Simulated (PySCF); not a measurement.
## Polarisability and C₆ of S (sulfur, neutral)

[Ne] 3s2 3p3 4s1, high-spin 5S determinant (an excited configuration). Calculation: PySCF 2.14, in aug-cc-pCVTZ-DK (8s7p5d3f, 75 functions); the spin-free X2C one-electron Hamiltonian (Gaussian nucleus). Coupled (time-dependent) response in atomic units; α is the mean over directions.

```json
{"method": "HSE06", "mean α (bohr³)": "310.2", "C₆ (like pair)": "3407", "S(−4)": "155000"}
```

S(−4) is the Cauchy moment in α(ω) = α(0) + S(−4) ω² + …

α(iu) at HSE06:

```csv
u (hartree),α(iu) (bohr³)
0,310.2
0.0500,141.3
0.100,59.06
0.200,23.56
0.300,14.94
0.500,8.683
0.750,5.325
1.00,3.572
1.50,1.909
2.00,1.189
3.00,0.6023
5.00,0.2604
```

A single London oscillator, α(iu) = α/(1 + u²/ω²), gives C₆ = (3/4) ω α². Matching the computed C₆ needs ω = 4 × 3407 / (3 × 310.2²) = 0.0472 hartree.

The outer electron is Rydberg-like, and this basis confines it to a smaller radius and binds it less than a complete one would.
